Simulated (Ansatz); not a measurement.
`[F][GeH2][O][GeH3]` + `N[SiH](F)F` → `F[SiH](F)[NH][GeH3]` + `[OH][GeH2][F]`  (ligand exchange at a Ge–O bond)

Isolated molecules relaxed with PBE0-D4/def2-TZVP in Ansatz; ΔE leaves out vibrations. CBS: MP2 limit from def2 TZ/QZ plus the TZ coupled-cluster correction, frozen cores. This one scheme is used for every species. DFT in def2-TZVPP. For Ge outer-core shells are correlated without core-valence functions, which leaves a few kJ/mol of doubt a bond. Scalar relativity is left out up to krypton. One conformer a species, not always the lowest.

```
             level  ΔE (kJ/mol)  difference from CCSD(T)/CBS
         r2SCAN-D4         24.4                          2.0
           ωB97X-V         24.3                          1.9
            B2PLYP         26.1                          3.7
               PBE         21.0                         -1.4
     HF/def2-TZVPP         31.9                          9.5
SCS-MP2/def2-TZVPP         25.1                          2.7
   CCSD/def2-TZVPP         23.2                          0.8
CCSD(T)/def2-TZVPP         22.5                          0.1
SCS-MP2/def2-QZVPP         25.3                          2.9
    CCSD/CBS(def2)         23.1                          0.7
       CCSD(T)/CBS         22.4                            0
```

Largest T1 diagnostic among the species: 0.012.

In def2-TZVPP, CCSD(T) changes the Hartree–Fock value by −9.3 kJ/mol (the triples alone add −0.7 kJ/mol) and MP2 by −9.1 kJ/mol.
